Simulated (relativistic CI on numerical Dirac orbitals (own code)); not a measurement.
## Slater and spin-orbit integrals, N VI

These numbers are calculated, not measured: Dirac-Coulomb-Breit CI, separate exchange-only KLI orbitals for each configuration, QED by a radiative potential, valence Slater integrals scaled by 0.85, P86 correlation energy added to each configuration (own radial code, finite nucleus).

Slater integrals F^k, G^k are unscaled and averaged over j, outside the closed core (none); ζ comes from projecting the Hamiltonian with its Breit term on Σ l·s of the shell.

- 1s.2s: G^0(1s,2s) = 27288 cm⁻¹; <r>(1s) = 0.2163, <r^2>(1s) = 0.06267, <r>(2s) = 0.9429, <r^2>(2s) = 1.036 (bohr units).
- 1s.2p: G^1(1s,2p) = 58663, ζ(2p) = 332.43 cm⁻¹; <r>(1s) = 0.2163, <r^2>(1s) = 0.0627, <r>(2p) = 0.8137, <r^2>(2p) = 0.7983 (bohr units).
- 1s.3s: G^0(1s,3s) = 7191.1 cm⁻¹; <r>(1s) = 0.2152, <r^2>(1s) = 0.06192, <r>(3s) = 2.161, <r^2>(3s) = 5.309 (bohr units).

Averages of the first 10 configurations, taken without configuration mixing, which lowers the lowest level and can move excited configurations by several eV; other configurations of the list can lie among them:

```json
{"Configuration": "1s2", "Parity": "even", "States": "1", "Average energy above the lowest level (eV)": "0.0"}
{"Configuration": "1s.2s", "Parity": "even", "States": "4", "Average energy above the lowest level (eV)": "420.9"}
{"Configuration": "1s.2p", "Parity": "odd", "States": "12", "Average energy above the lowest level (eV)": "427.1"}
{"Configuration": "1s.3s", "Parity": "even", "States": "4", "Average energy above the lowest level (eV)": "494.8"}
{"Configuration": "1s.3p", "Parity": "odd", "States": "12", "Average energy above the lowest level (eV)": "496.5"}
{"Configuration": "1s.3d", "Parity": "even", "States": "20", "Average energy above the lowest level (eV)": "496.9"}
{"Configuration": "1s.4s", "Parity": "even", "States": "4", "Average energy above the lowest level (eV)": "520.0"}
{"Configuration": "1s.4p", "Parity": "odd", "States": "12", "Average energy above the lowest level (eV)": "520.6"}
{"Configuration": "1s.4d", "Parity": "even", "States": "20", "Average energy above the lowest level (eV)": "520.8"}
{"Configuration": "1s.4f", "Parity": "odd", "States": "28", "Average energy above the lowest level (eV)": "521.2"}
```
